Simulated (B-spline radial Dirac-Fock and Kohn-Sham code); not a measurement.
4d3/2 photoionisation of Ag⁶⁺ near threshold

System: the Ag⁶⁺ ion, configuration [Kr] 4d5. The computed 4d3/2 threshold is 104.1 eV; without correlation, outer thresholds are uncertain by 1 to 2 eV. With an open shell the threshold is an average over the terms of the final ion.

These are calculated numbers from a radial finite-basis atomic code; the model is independent-particle photoionisation in a Dirac-Hartree-Slater potential with a Latter tail, all multipoles, thresholds from Dirac-Fock ΔSCF. Interchannel coupling and autoionising resonances are not included, so magnitudes near threshold are approximate.

| kinetic energy (eV) | σ (Mb) | β |
| --- | --- | --- |
| 1.5 | 0.104 | 0.64 |
| 2.3 | 0.101 | 0.55 |
| 3.7 | 0.0976 | 0.40 |
| 5.7 | 0.0936 | 0.14 |
| 9.0 | 0.0906 | -0.23 |
| 14.0 | 0.0918 | -0.67 |
| 21.9 | 0.102 | -0.95 |
| 34.2 | 0.125 | -0.85 |
| 53.5 | 0.159 | -0.42 |
| 83.7 | 0.186 | 0.06 |
| 130.9 | 0.190 | 0.52 |
| 204.6 | 0.153 | 0.86 |
| 319.9 | 0.0994 | 1.10 |

The cross section has a minimum of 0.090 Mb near 11 eV kinetic energy, a Cooper minimum, where a dipole matrix element changes sign; it needs a radial node in the bound orbital. Its largest value, 0.194 Mb, lies 105 eV above threshold. β ranges from -0.95 (at 27.4 eV) to 1.19.

Run: 3.4 s of CPU time on 1 thread of Neoverse-V1 (shared host), peak memory 0.36 GiB.
